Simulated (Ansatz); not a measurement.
I4Ti, charge +1, doublet, geometry from GFN2-xTB (such geometries of metal compounds can be far from the true shape) (the multiplicity is a formal guess) (core potentials on I); B3LYP/def2-SV(P) (Ansatz, a quantum-chemistry and plane-wave program).

Ansatz was given this input:
Ansatz 0.2 input:
```yaml
crystal:
  periodic: [false, false, false]
  atoms:
    - {symbol: Ti, position_ang: [-0.00000000, -0.00000000, -0.00000000]}
    - {symbol: I, position_ang: [2.11862172, -0.60210670, -1.51271761]}
    - {symbol: I, position_ang: [0.79661383, 0.44695538, 2.51098433]}
    - {symbol: I, position_ang: [-1.18673407, 2.19238879, -0.96150853]}
    - {symbol: I, position_ang: [-1.72850148, -2.03723747, -0.03675819]}
basis:
  gaussian:
    orbitals: def2-SV_P_.json
hamiltonian:
  xc: b3lyp
total_charge: 1
magnetization: {spin_polarized: true, initial_magnetization: 1}
```
The basis file holds def2-SV(P) in the JSON format of the Basis Set Exchange.

It wrote (shortened):

```
Functional definition: B3LYP
1702 factors; integrals over basis functions are off by at most 3.5e-4 eV
mean field evaluation 1: about -55520.2007 eV, gradient 2.3e1 eV
mean field evaluation 2: about -55497.1256 eV, gradient 5.3e1 eV
mean field evaluation 4: about -55509.3772 eV, gradient 6.0e1 eV
mean field evaluation 8: about -55522.9249 eV, gradient 3.5e-2 eV
mean field evaluation 16: about -55522.9462 eV, gradient 8.4e-3 eV
mean field evaluation 32: about -55522.9211 eV, gradient 3.7e-1 eV
mean field evaluation 64: about -55522.6151 eV, gradient 2.1e0 eV
mean field evaluation 96: about -55522.9246 eV, gradient 1.0e-1 eV
mean field evaluation 128: about -55522.8633 eV, gradient 2.2e0 eV
mean field evaluation 160: about -55522.8745 eV, gradient 1.8e0 eV
mean field -55522.94623988 eV, -2040.4306395108 hartree, gradient 1.3e-6 eV, S^2 0.795363; 16 other end points of the search recorded, 0 dependent functions left out
reference -55522.94655128 eV, -2040.4306509548 hartree; 61, 60 occupied and 67, 68 virtual orbitals, 1702 factors
Total energy: -55522.94655128 eV, -2040.4306509548 hartree
```
